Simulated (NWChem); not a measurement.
System: GaH$_{3}$SeO$_{2}$; SMILES [Ga]([SeH])([OH])[OH]

Here is an NWChem input.

```
start job
memory heap 200 mb stack 900 mb global 1100 mb
geometry units angstroms noautosym nocenter noautoz
  Ga    -0.003652    -0.777649     0.000336
  O      1.406906    -1.899686    -0.000340
  H      2.255671    -1.431084    -0.000599
  O     -1.619842    -1.564084     0.000287
  H     -1.512945    -2.529581    -0.000241
  Se     0.106135     1.562280     0.001302
  H     -1.374535     1.624588     0.001440
end
basis spherical
  Ga library cc-pvtz
  O library cc-pvtz
  H library cc-pvtz
  Se library cc-pvtz
end
dft
  xc hfexch
  iterations 150
  semidirect filesize 400000000
end
property
  efieldgrad
end
task dft property
```

NWChem printed, in part:

```
             Northwest Computational Chemistry Package (NWChem) 7.3.0
             --------------------------------------------------------

                             Geometry "geometry" -> ""
                             -------------------------

 Output coordinates in angstroms (scale by  1.889725989 to convert to a.u.)

  No.       Tag          Charge          X              Y              Z
 ---- ---------------- ---------- -------------- -------------- --------------
    1 Ga                  31.0000    -0.00365200    -0.77764900     0.00033600
    2 O                    8.0000     1.40690600    -1.89968600    -0.00034000
    3 H                    1.0000     2.25567100    -1.43108400    -0.00059900
    4 O                    8.0000    -1.61984200    -1.56408400     0.00028700
    5 H                    1.0000    -1.51294500    -2.52958100    -0.00024100
    6 Se                  34.0000     0.10613500     1.56228000     0.00130200
    7 H                    1.0000    -1.37453500     1.62458800     0.00144000

 Effective nuclear repulsion energy (a.u.)     529.2599811221

  xc_inp: hfexch multiplicative factor not found.
                              NWChem Property Module
                              ----------------------

  itol2e modified to match energy
  convergence criterion.

                                 NWChem DFT Module
                                 -----------------

 Summary of "ao basis" -> "ao basis" (spherical)
 ------------------------------------------------------------------------------
       Tag                 Description            Shells   Functions and Types
 ---------------- ------------------------------  ------  ---------------------
 Ga                         cc-pvtz                 15       43   6s5p3d1f
 O                          cc-pvtz                 10       30   4s3p2d1f
 H                          cc-pvtz                  6       14   3s2p1d
 Se                         cc-pvtz                 15       43   6s5p3d1f

  itol2e modified to match energy
  convergence criterion.

            General Information
            -------------------
          SCF calculation type: DFT
          Wavefunction type:  closed shell.
          No. of atoms     :     7
          No. of electrons :    84
           Alpha electrons :    42
            Beta electrons :    42
          Charge           :     0
          Spin multiplicity:     1
          Use of symmetry is: off; symmetry adaption is: off
          Maximum number of iterations: 150
          AO basis - number of functions:   188
                     number of shells:    68
          Convergence on energy requested:  1.00D-07
          Convergence on density requested:  1.00D-05
          Convergence on gradient requested:  5.00D-04

              XC Information
              --------------
                     Hartree-Fock (Exact) Exchange  1.000

      Superposition of Atomic Density Guess
      -------------------------------------

 Sum of atomic energies:       -4474.17522878

      Non-variational initial energy
      ------------------------------

 Total energy =   -4474.911618
 1-e energy   =   -7292.492762
 2-e energy   =    2288.321162
 HOMO         =      -0.309148
 LUMO         =      -0.052551

------------------------------------------------------------
EAF file 0: "./job.aoints.0" size=251133952 bytes
------------------------------------------------------------
               write      read    awrite     aread      wait
               -----      ----    ------     -----      ----
     calls:      479         0         0         0         0
   data(b): 2.51e+08  0.00e+00  0.00e+00  0.00e+00
   time(s): 0.00e+00  0.00e+00  0.00e+00  0.00e+00  0.00e+00
rate(mb/s): 0.00e+00  0.00e+00
------------------------------------------------------------

   convergence    iter        energy       DeltaE   RMS-Dens  Diis-err
 ---------------- ----- ----------------- --------- --------- ---------
 d= 0,ls=0.0,diis     1  -4474.6994140099 -5.00D+03  3.41D-03  1.04D+00
 d= 0,ls=0.0,diis     2  -4474.7693517852 -6.99D-02  1.32D-03  5.46D-01
 d= 0,ls=0.0,diis     3  -4474.8146240539 -4.53D-02  3.55D-04  4.47D-03
 d= 0,ls=0.0,diis     4  -4474.8157152137 -1.09D-03  1.22D-04  3.11D-04
 d= 0,ls=0.0,diis     5  -4474.8158203493 -1.05D-04  3.32D-05  2.88D-05
  Resetting Diis
 d= 0,ls=0.0,diis     6  -4474.8158292184 -8.87D-06  1.14D-05  3.98D-06
 d= 0,ls=0.0,diis     7  -4474.8158303371 -1.12D-06  3.10D-06  4.74D-07
 d= 0,ls=0.0,diis     8  -4474.8158304448 -1.08D-07  1.09D-06  1.87D-07
 d= 0,ls=0.0,diis     9  -4474.8158304720 -2.73D-08  1.42D-06  2.64D-08

         Total DFT energy =    -4474.815830472028
      One electron energy =    -7295.698083967929
           Coulomb energy =     2468.427053541428
    Exchange-Corr. energy =     -176.804781167658
 Nuclear repulsion energy =      529.259981122130

 Numeric. integr. density =        0.000000000000

                       DFT Final Molecular Orbital Analysis
                       ------------------------------------

 Vector   40  Occ=2.000000D+00  E=-4.876440D-01
              MO Center= -5.1D-01, -1.7D+00,  6.9D-05, r^2= 2.8D+00
   Bfn.  Coefficient  Atom+Function         Bfn.  Coefficient  Atom+Function
  ----- ------------  ---------------      ----- ------------  ---------------
    97      0.351266  4 O  pz               100      0.290759  4 O  pz
    94      0.276438  4 O  pz                53     -0.263289  2 O  pz
    56     -0.223905  2 O  pz                50     -0.208191  2 O  pz
    25     -0.088004  1 Ga d  1              35      0.051516  1 Ga d  1
   126      0.025329  5 H  pz

 Vector   41  Occ=2.000000D+00  E=-4.289265D-01
              MO Center=  1.4D-01,  9.4D-01,  1.0D-03, r^2= 3.3D+00
   Bfn.  Coefficient  Atom+Function         Bfn.  Coefficient  Atom+Function
  ----- ------------  ---------------      ----- ------------  ---------------
   145      0.430494  6 Se py                17     -0.241466  1 Ga py
   151      0.215015  6 Se py               148      0.195577  6 Se py
   135      0.138172  6 Se s                 52      0.126306  2 O  py
   137      0.117737  6 Se s                  5     -0.116696  1 Ga s
    14     -0.116049  1 Ga py               144      0.107762  6 Se px

 Vector   42  Occ=2.000000D+00  E=-3.705835D-01
              MO Center=  7.6D-02,  1.4D+00,  1.2D-03, r^2= 2.1D+00
   Bfn.  Coefficient  Atom+Function         Bfn.  Coefficient  Atom+Function
  ----- ------------  ---------------      ----- ------------  ---------------
   146      0.534230  6 Se pz               152      0.339092  6 Se pz
   149      0.241894  6 Se pz                18      0.070832  1 Ga pz
    23     -0.052746  1 Ga d -1              97     -0.041279  4 O  pz
   100     -0.039465  4 O  pz                33      0.037478  1 Ga d -1
    53     -0.037166  2 O  pz                56     -0.033990  2 O  pz

 Vector   43  Occ=0.000000D+00  E= 6.987089D-02
              MO Center=  2.8D-01, -2.6D-01,  1.4D-04, r^2= 7.0D+00
   Bfn.  Coefficient  Atom+Function         Bfn.  Coefficient  Atom+Function
  ----- ------------  ---------------      ----- ------------  ---------------
     6      1.735412  1 Ga s                137     -1.054822  6 Se s
   151      0.650041  6 Se py                20      0.472271  1 Ga py
     5     -0.439344  1 Ga s                  4     -0.316130  1 Ga s
   177      0.289453  7 H  s                 47     -0.284839  2 O  s
     3      0.205039  1 Ga s                 91     -0.197047  4 O  s

 Vector   44  Occ=0.000000D+00  E= 9.153858D-02
              MO Center=  3.8D-02, -5.9D-01,  6.6D-04, r^2= 5.6D+00
   Bfn.  Coefficient  Atom+Function         Bfn.  Coefficient  Atom+Function
  ----- ------------  ---------------      ----- ------------  ---------------
    21      0.975654  1 Ga pz               152     -0.365212  6 Se pz
    18      0.272652  1 Ga pz                56     -0.198158  2 O  pz
   100     -0.189461  4 O  pz                15      0.166527  1 Ga pz
   146     -0.134532  6 Se pz                33      0.104652  1 Ga d -1
    53     -0.096717  2 O  pz                97     -0.094237  4 O  pz

[...]

          -----------------------
          Electric field gradient
          -----------------------

 1 a.u. = 0.324123 10**(16) esu/cm**3  ( or statvolts/cm**2 ) = 0.97174 10**(22) v/m**2

 ------------------------------------------------------------
   Atom      X         Y         Z
 ------------------------------------------------------------
    1 Ga  -0.00690  -1.46954   0.00063
 ------------------------------------------------------------

 Electric field gradient in molecular frame (a.u.)
         XX             YY             ZZ             XY             XZ             YZ
 ------------------------------------------------------------------------------------------
        1.365014       1.085466      -2.450480       0.029112      -0.000607       0.001506

 Principal components (a.u.) and orientation
 of principal axis w.r.t. absolute frame                      Asymmetry parameter eta
 --------------------------------------------------------------------------------------
       -2.450481       1.368014       1.082467                       0.116527

        0.000162       0.994734      -0.102492
       -0.000427       0.102492       0.994734
        1.000000      -0.000118       0.000442

 ------------------------------------------------------------
   Atom      X         Y         Z
 ------------------------------------------------------------
    2 O    2.65867  -3.58989  -0.00064
 ------------------------------------------------------------

 Electric field gradient in molecular frame (a.u.)
         XX             YY             ZZ             XY             XZ             YZ
 ------------------------------------------------------------------------------------------
       -1.272160       0.136931       1.135229      -0.368642       0.000883       0.000052

 Principal components (a.u.) and orientation
 of principal axis w.r.t. absolute frame                      Asymmetry parameter eta
 --------------------------------------------------------------------------------------
       -1.362776       1.135229       0.227546                       0.666054

        0.971092       0.000380      -0.238704
        0.238704      -0.000088       0.971092
       -0.000348       1.000000       0.000176

 ------------------------------------------------------------
   Atom      X         Y         Z
 ------------------------------------------------------------
    3 H    4.26260  -2.70436  -0.00113
 ------------------------------------------------------------

 Electric field gradient in molecular frame (a.u.)
         XX             YY             ZZ             XY             XZ             YZ
 ------------------------------------------------------------------------------------------
       -0.308208       0.065480       0.242728      -0.282051       0.000170       0.000082

 Principal components (a.u.) and orientation
 of principal axis w.r.t. absolute frame                      Asymmetry parameter eta
 --------------------------------------------------------------------------------------
       -0.459688       0.242728       0.216960                       0.056054

        0.880984       0.000379      -0.473147
        0.473147      -0.000139       0.880984
       -0.000268       1.000000       0.000301

 ------------------------------------------------------------
   Atom      X         Y         Z
 ------------------------------------------------------------
    4 O   -3.06106  -2.95569   0.00054
 ------------------------------------------------------------

 Electric field gradient in molecular frame (a.u.)
         XX             YY             ZZ             XY             XZ             YZ
 ------------------------------------------------------------------------------------------
        0.190159      -1.312979       1.122820      -0.259833       0.000082      -0.001225

 Principal components (a.u.) and orientation
 of principal axis w.r.t. absolute frame                      Asymmetry parameter eta
 --------------------------------------------------------------------------------------
       -1.356627       1.122821       0.233806                       0.655312

        0.165662       0.000235       0.986183
        0.986183      -0.000528      -0.165662
        0.000482       1.000000      -0.000319

 ------------------------------------------------------------
   Atom      X         Y         Z
 ------------------------------------------------------------
    5 H   -2.85905  -4.78021  -0.00046
 ------------------------------------------------------------

 Electric field gradient in molecular frame (a.u.)
         XX             YY             ZZ             XY             XZ             YZ
 ------------------------------------------------------------------------------------------
        0.207506      -0.446660       0.239155       0.062873       0.000040      -0.000372

 Principal components (a.u.) and orientation
 of principal axis w.r.t. absolute frame                      Asymmetry parameter eta
 --------------------------------------------------------------------------------------
       -0.452649       0.239155       0.213494                       0.056691

       -0.094811       0.000229       0.995495
        0.995495      -0.000521       0.094811
        0.000541       1.000000      -0.000178

 ------------------------------------------------------------
   Atom      X         Y         Z
 ------------------------------------------------------------
    6 Se   0.20057   2.95228   0.00246
 ------------------------------------------------------------

 Electric field gradient in molecular frame (a.u.)
         XX             YY             ZZ             XY             XZ             YZ
 ------------------------------------------------------------------------------------------
       -2.771664      -0.942384       3.714049       1.206371       0.000981      -0.002097

 Principal components (a.u.) and orientation
 of principal axis w.r.t. absolute frame                      Asymmetry parameter eta
 --------------------------------------------------------------------------------------
        3.714050      -3.370926      -0.343124                       0.815229

        0.000071       0.895589       0.444882
       -0.000432      -0.444882       0.895589
        1.000000      -0.000256       0.000355

 ------------------------------------------------------------
   Atom      X         Y         Z
 ------------------------------------------------------------
    7 H   -2.59749   3.07003   0.00272
 ------------------------------------------------------------

 Electric field gradient in molecular frame (a.u.)
         XX             YY             ZZ             XY             XZ             YZ
 ------------------------------------------------------------------------------------------
       -0.173699       0.077701       0.095997       0.015207       0.000027      -0.000009

 Principal components (a.u.) and orientation
 of principal axis w.r.t. absolute frame                      Asymmetry parameter eta
 --------------------------------------------------------------------------------------
       -0.174615       0.095997       0.078618                       0.099531

        0.998189       0.000075       0.060160
       -0.060160      -0.000426       0.998189
       -0.000100       1.000000       0.000421
```

Level: Hartree-Fock/cc-pVTZ. The geometry was optimised at B3LYP/6-31G* (spherical d). NWChem prints the field gradient with the sign opposite to the second derivative of the potential.
